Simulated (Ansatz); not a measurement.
NbTe2⁺. Charge 1, multiplicity 3. Geometry r2SCAN-D4/def2-TZVP; atoms count from 1.

```xyz
3

Nb    0.301    1.118   -0.056
Te    0.870   -0.761    1.478
Te   -1.171   -0.357   -1.422
```

In the def2 sets Nb, Te take a core potential; there is no spin–orbit coupling. The structure comes from a short search, and lower isomers may exist.

Estimate the Mulliken populations from the PBE0/def2-TZVP orbitals of Ansatz.


```
atom  charge (e)  spin (α − β)  d electrons
 Nb1        0.74          1.28         3.57
 Te2        0.13          0.36            –
 Te3        0.13          0.36            –
```
Mulliken values and Mayer orders depend strongly on the basis.

Where does the spin sit?

Summed by element: Nb 1.28, Te 0.72, of 2 unpaired in all. Largest on single atoms: Nb1 1.28, Te2 0.36, Te3 0.36.

And the Mayer bond orders between bonded heavy atoms (over 0.3)?

Nb1–Te2 2.17 (2.49 Å); Nb1–Te3 2.17 (2.49 Å). Values over 0.3 also appear between atoms too far apart for a bond (Te2–Te3 0.30 at 3.57 Å); they arise where an orbital or an unpaired electron spreads over both atoms.
